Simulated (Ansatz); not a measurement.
Input for Ansatz (an electronic-structure program): R-wB97M-V/def2-TZVPP on HfO2 (SMILES [O]=[Hf]=[O]), atoms moved off the minimum. Elements past Kr take the def2 small-core potentials; no spin–orbit coupling.

Ansatz 0.2 input:
```yaml
crystal:
  periodic: [false, false, false]
  atoms:
    - {symbol: Hf, position_ang: [0.04833242, -0.24811120, -0.02905775]}
    - {symbol: O, position_ang: [0.61093712, 0.47427878, -1.48529038]}
    - {symbol: O, position_ang: [-1.60934560, 0.25262656, 0.41595118]}
basis:
  gaussian:
    orbitals: def2-TZVPP
hamiltonian:
  xc: {name: wB97M-V}
scf: {lower_state_search: off}
output: {forces: true}
```

Problem. Predict the final total energy.

Solution. -198.4285 hartree.

Problem. How many basis functions does it have, and what does it roughly cost on one machine?

Solution. 118 functions; around 7 core-seconds (rough).
